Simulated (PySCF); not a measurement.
A structure optimised at PBE-D3(BJ)/def2-SVP, used in a PySCF frequency run:

```
O
P 1 1.6974
P 1 1.6974 2 96.46
O 2 1.6974 1 83.54 3 0.00
```

Problem. Write its SMILES, formula and point group.

Solution. o1p2op12, O2P2, D2h

Problem. What are its rotational constants (standard atomic weights)?

Solution. 12.353, 5.0903, 3.6049 GHz
